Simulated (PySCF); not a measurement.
**In⁺: ionisation energy**

In⁺ [Kr] 4d10 5s2 (1S) → In²⁺ [Kr] 4d10 5s1 (2S), as a difference of total energies. All numbers are calculated (PySCF 2.14, scalar relativity through the core potential, in aug-cc-pVQZ-PP with one added diffuse shell each of s, p, d, f, g type with ECP28MDF (8s8p6d4f3g, 117 functions)). Correlated levels: valence: 4s2 4p6 4d10 frozen. The calculations carry no spin-orbit coupling.

Q: Order these methods by the ionisation energy they give, lowest first.
A. PBE0
B. r2SCAN
C. MN15
D. r2SCAN0

A: D (18.614 eV), A (18.716 eV), B (18.803 eV), C (18.938 eV).

Errors of the correlated levels include the incompleteness of this basis and the frozen core.

MP2 underrates the near-degeneracy of ns² with np² in the lower species.

For comparison: 18.870 eV (measured; NIST Atomic Spectra Database, ionization energies).
